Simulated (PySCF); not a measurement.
C$_{4}$H$_{7}$BrOSi (SMILES C=C[Si](O)(Br)C=C), singlet, at a GFN2-xTB geometry, with bond 9-1 at 1.8 times its length; CASSCF(2,3)/STO-3G in PySCF.

Here is a job for PySCF.
```python
from pyscf import gto, scf, mcscf
import numpy

mol = gto.Mole()
mol.atom = '''
    C    -2.212305   -1.695081   -0.386175
    C    -1.163107   -1.360509   -1.120031
    Si    0.200440   -0.168945   -0.606190
    O     0.495285    0.976241   -1.717277
    Br   -0.501853    0.858080    1.260534
    C     1.842175   -0.998228   -0.246947
    C     2.963084   -0.726777   -0.894534
    H    -2.380537   -1.278193    0.594584
    H    -3.551808   -2.956382   -1.007337
    H    -1.046517   -1.812645   -2.097863
    H    -0.138742    1.643600   -1.966737
    H     1.853865   -1.740189    0.542034
    H     3.896238   -1.217796   -0.665857
    H     2.989510    0.007089   -1.682600
'''
mol.basis = 'sto-3g'
mol.charge = 0
mol.spin = 0
mol.verbose = 4
mol.build()

mf = scf.RHF(mol)
mf.kernel()
mc = mcscf.CASSCF(mf, 3, 2)
mc.fix_spin_(ss=0.0)
mc.kernel()
occ = numpy.linalg.eigvalsh(mc.fcisolver.make_rdm1(mc.ci, mc.ncas, mc.nelecas))[::-1]
ss = mc.fcisolver.spin_square(mc.ci, mc.ncas, mc.nelecas)[0]
print('natural occupations', occ.round(4), ' <S^2>', round(ss, 4))
```

Q: What does PySCF print? Leave out banner, timings and long lists.

A: 
```
PySCF version 2.14.0

[INPUT] verbose = 4
[INPUT] num. atoms = 14
[INPUT] num. electrons = 88
[INPUT] charge = 0
[INPUT] spin (= nelec alpha-beta = 2S) = 0
[INPUT] symmetry False subgroup None
[INPUT] Mole.unit = angstrom
[INPUT] Symbol           X                Y                Z      unit          X                Y                Z       unit  Magmom
[INPUT]  1 C     -2.212305000000  -1.695081000000  -0.386175000000 AA   -4.180650554006  -3.203238848954  -0.729764986154 Bohr   0.0
[INPUT]  2 C     -1.163107000000  -1.360509000000  -1.120031000000 AA   -2.197953683564  -2.570989400006  -2.116551841023 Bohr   0.0
[INPUT]  3 Si     0.200440000000  -0.168945000000  -0.606190000000 AA    0.378776704408  -0.319259780115  -1.145533079450 Bohr   0.0
[INPUT]  4 O      0.495285000000   0.976241000000  -1.717277000000 AA    0.935953003605   1.844828121572  -3.245183210015 Bohr   0.0
[INPUT]  5 Br    -0.501853000000   0.858080000000   1.260534000000 AA   -0.948364724791   1.621536192967   2.382064030702 Bohr   0.0
[INPUT]  6 C      1.842175000000  -0.998228000000  -0.246947000000 AA    3.481206223521  -1.886377529872  -0.466662197283 Bohr   0.0
[INPUT]  7 C      2.963084000000  -0.726777000000  -0.894534000000 AA    5.599417244081  -1.373409483633  -1.690424269112 Bohr   0.0
[INPUT]  8 H     -2.380537000000  -1.278193000000   0.594584000000 AA   -4.498562959394  -2.415434704336   1.123600918048 Bohr   0.0
[INPUT]  9 H     -3.551808000000  -2.956382000000  -1.007337000000 AA   -6.711944367039  -5.586752299594  -1.903591045141 Bohr   0.0
[INPUT] 10 H     -1.046517000000  -1.812645000000  -2.097863000000 AA   -1.977630514701  -3.425402611062  -3.964386516858 Bohr   0.0
[INPUT] 11 H     -0.138742000000   1.643600000000  -1.966737000000 AA   -0.262184381974   3.105953858335  -3.716594289049 Bohr   0.0
[INPUT] 12 H      1.853865000000  -1.740189000000   0.542034000000 AA    3.503297121917  -3.288480614981   1.024295810202 Bohr   0.0
[INPUT] 13 H      3.896238000000  -1.217796000000  -0.665857000000 AA    7.362822736123  -2.301300915591  -1.258287368125 Bohr   0.0
[INPUT] 14 H      2.989510000000   0.007089000000  -1.682600000000 AA    5.649355146648   0.013396268497  -3.179653177193 Bohr   0.0

nuclear repulsion = 581.778670317611
number of shells = 35
number of NR pGTOs = 177
number of NR cGTOs = 59
basis = sto-3g
ecp = {}

******** <class 'pyscf.scf.hf.RHF'> ********
method = RHF
initial guess = minao
damping factor = 0
level_shift factor = 0
DIIS = <class 'pyscf.scf.diis.CDIIS'>
diis_start_cycle = 1
diis_space = 8
diis_damp = 0
SCF conv_tol = 1e-09
SCF conv_tol_grad = None
SCF max_cycles = 50
direct_scf = True
direct_scf_tol = 1e-13
Set gradient conv threshold to 3.16228e-05
Initial guess from minao.
init E= -3054.69356645003
  HOMO = -0.29370467707113  LUMO = -0.0350427771643387  gap/eV = 7.03855
cycle= 1 E= -3057.46539100526  delta_E= -2.77  |g|= 0.503  |ddm|= 4.65
  HOMO = -0.232526815394751  LUMO = 0.165542606654382  gap/eV = 10.83202
cycle= 2 E= -3057.58334904234  delta_E= -0.118  |g|= 0.13  |ddm|= 1.06
  HOMO = -0.275823954247762  LUMO = 0.187603498447382  gap/eV = 12.61050
cycle= 3 E= -3057.59145022519  delta_E= -0.0081  |g|= 0.0377  |ddm|= 0.272
  HOMO = -0.287881298920202  LUMO = 0.193358048672562  gap/eV = 13.09519
cycle= 4 E= -3057.59239166981  delta_E= -0.000941  |g|= 0.00807  |ddm|= 0.101
  HOMO = -0.28804140539239  LUMO = 0.194374744710909  gap/eV = 13.12721
cycle= 5 E= -3057.59244094029  delta_E= -4.93e-05  |g|= 0.00311  |ddm|= 0.0203
  HOMO = -0.288173066021791  LUMO = 0.194732273597757  gap/eV = 13.14052
cycle= 6 E= -3057.59244941661  delta_E= -8.48e-06  |g|= 0.00146  |ddm|= 0.0082
  HOMO = -0.288125424322693  LUMO = 0.195117652208368  gap/eV = 13.14971
cycle= 7 E= -3057.59245079092  delta_E= -1.37e-06  |g|= 0.000362  |ddm|= 0.00378
  HOMO = -0.288067544722354  LUMO = 0.195204852062779  gap/eV = 13.15051
cycle= 8 E= -3057.59245090993  delta_E= -1.19e-07  |g|= 0.000147  |ddm|= 0.00103
  HOMO = -0.288055576483621  LUMO = 0.19524089563915  gap/eV = 13.15117
cycle= 9 E= -3057.59245091935  delta_E= -9.43e-09  |g|= 3.46e-05  |ddm|= 0.000321
  HOMO = -0.288057170121955  LUMO = 0.19523645632517  gap/eV = 13.15109
cycle= 10 E= -3057.59245092012  delta_E= -7.69e-10  |g|= 1.59e-05  |ddm|= 7.81e-05
  HOMO = -0.288055697651448  LUMO = 0.195238148292808  gap/eV = 13.15110
Extra cycle  E= -3057.59245092022  delta_E= -9.46e-11  |g|= 7.16e-06  |ddm|= 2.97e-05
converged SCF energy = -3057.59245092022

******** <class 'pyscf.mcscf.mc1step.CASSCF'> ********
CAS (1e+1e, 3o), ncore = 43, nvir = 13
max_cycle_macro = 50
max_cycle_micro = 4
conv_tol = 1e-07
conv_tol_grad = None
orbital rotation max_stepsize = 0.02
orbital rotation threshold for CI restart = 0.01
augmented hessian ah_max_cycle = 30
augmented hessian ah_conv_tol = 1e-12
augmented hessian ah_linear dependence = 1e-14
augmented hessian ah_level shift = 1e-08
augmented hessian ah_start_tol = 2.5
augmented hessian ah_start_cycle = 3
augmented hessian ah_grad_trust_region = 3
kf_trust_region = 3
kf_interval = 4
ci_response_space = 4
ci_grad_trust_region = 3
with_dep4 0
natorb = False
canonicalization = True
sorting_mo_energy = False
ao2mo_level = 2
internal_rotation = False
******** <class 'pyscf.fci.addons.SpinPenaltyFCISolver'> ********
max. cycles = 50
conv_tol = 1e-08
davidson only = True
linear dependence = 1e-12
level shift = 0.001
max iter space = 12
nroots = 1
pspace_size = 400
spin = None
CASCI E = -3057.61567508957  S^2 = 0.0000000
Set conv_tol_grad to 0.000316228
macro iter   1 ( 21 JK    4 micro), CASSCF E = -3057.65019777572  dE = -3.45226861e-02  S^2 = 0.0000000
               |grad[o]|=0.0531  |grad[c]|=0.0399  |ddm|=0.222  |maxRot[o]|=0.156
macro iter   2 ( 18 JK    4 micro), CASSCF E = -3057.67420781633  dE = -2.40100406e-02  S^2 = 0.0000000
               |grad[o]|=0.0597  |grad[c]|=0.0267  |ddm|=0.0697  |maxRot[o]|=0.177
macro iter   3 ( 17 JK    4 micro), CASSCF E = -3057.67474265472  dE = -5.34838387e-04  S^2 = 0.0000000
               |grad[o]|=0.0118  |grad[c]|=0.0011  |ddm|=0.00314  |maxRot[o]|=0.164
macro iter   4 ( 21 JK    4 micro), CASSCF E = -3057.67476386781  dE = -2.12130913e-05  S^2 = 0.0000000
               |grad[o]|=0.00039  |grad[c]|=0.000852  |ddm|=0.000324  |maxRot[o]|=0.313
macro iter   5 ( 21 JK    4 micro), CASSCF E = -3057.67479997930  dE = -3.61114853e-05  S^2 = 0.0000000
               |grad[o]|=0.000296  |grad[c]|=0.000473  |ddm|=0.000282  |maxRot[o]|=0.284
macro iter   6 ( 21 JK    4 micro), CASSCF E = -3057.67482340229  dE = -2.34229956e-05  S^2 = 0.0000000
               |grad[o]|=0.000302  |grad[c]|=8.03e-05  |ddm|=0.000265  |maxRot[o]|=0.299
macro iter   7 ( 12 JK    3 micro), CASSCF E = -3057.67482517159  dE = -1.76930052e-06  S^2 = 0.0000000
               |grad[o]|=0.000174  |grad[c]|=3.95e-06  |ddm|=5.94e-05  |maxRot[o]|=0.0725
macro iter   8 (  1 JK    1 micro), CASSCF E = -3057.67482517160  dE = -3.18323146e-12  S^2 = 0.0000000
               |grad[o]|=2.74e-05  |grad[c]|=1.87e-06  |ddm|=3.33e-06  |maxRot[o]|=    0
1-step CASSCF converged in   8 macro (132 JK  28 micro) steps
CASSCF canonicalization
Density matrix diagonal elements [1.73629788 0.26141366 0.00228846]
CASSCF energy = -3057.67482517160
CASCI E = -3057.67482517160  E(CI) = -1.26237245464426  S^2 = 0.0000000
natural occupations [1.7363e+00 2.6360e-01 1.0000e-04]  <S^2> 0.0
```
